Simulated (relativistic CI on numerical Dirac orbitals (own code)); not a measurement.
## Hyperfine structure of Co17+, mass number 59

Calculated at this level of theory: Dirac-Coulomb-Breit CI, separate exchange-only KLI orbitals for each configuration, QED by a radiative potential, unscaled Slater integrals (own radial code, finite nucleus).

Configurations in the expansion (outside the closed core 1s2): 2s²2p⁶, 2s²2p⁵3s, 2s²2p⁵3p, 2s²2p⁵3d, 2s2p⁶3s, 2s2p⁶3p, 2s2p⁶3d, 2s²2p⁵4s, 2s²2p⁵4p, 2s²2p⁵4d, 2s²2p⁵4f, 2s²2p⁴3s², 2s2p⁶4s, 2s2p⁶4p, 2s²2p⁴3s3p, 2s2p⁶4d. Levels of other configurations are missing.

Nuclear spin I = 7/2, μ = 4.615 μN, Q = 0.42 b (tables of Stone and Pyykkö). The electronic factors are computed for point nuclear moments, without core polarisation or the Bohr-Weisskopf and QED corrections.

```tsv
Level	E (eV)	A (GHz)	B (GHz)
2s²2p⁵3s ³P°2	800.089	67.39	-22.5
2s²2p⁵3s ¹P°1	802.206	9.667	-7.35
2s²2p⁵3s ³P°1	816.408	178.1	-3.86
2s²2p⁵3p ³D2	836.021	40.17	-21.9
2s²2p⁵3p ³D3	838.095	23.39	-17.4
2s²2p⁵3p ¹P1	839.262	32.55	-2.94
2s²2p⁵3p ³P2	841.276	23.42	-1.11
2s²2p⁵3p ³D1	850.428	121.4	1.42
```

Levels with J = 0, under 50 % of one LS term, or S terms without an open s electron are left out. Small factors come from cancelling terms and can be off by tens of per cent or more.

At this charge energies of transitions that change n are usually good to better than 1 %, and those within a shell (Δn = 0) to a few per cent.

Question: Give the hyperfine levels of 2s²2p⁵3s ³P°2 relative to its centre of gravity.

Answer: With K = F(F + 1) − I(I + 1) − J(J + 1), E = AK/2 + B[¾K(K + 1) − I(I + 1)J(J + 1)]/[2I(2I − 1)J(2J − 1)]: F = 3/2: -618.6, F = 5/2: -440.1, F = 7/2: -195.8, F = 9/2: 108.7, F = 11/2: 466.1 GHz.

LS names give the leading component of a level, which can be under half, so a name can repeat, a term be missing and a line seem to break the LS rules.
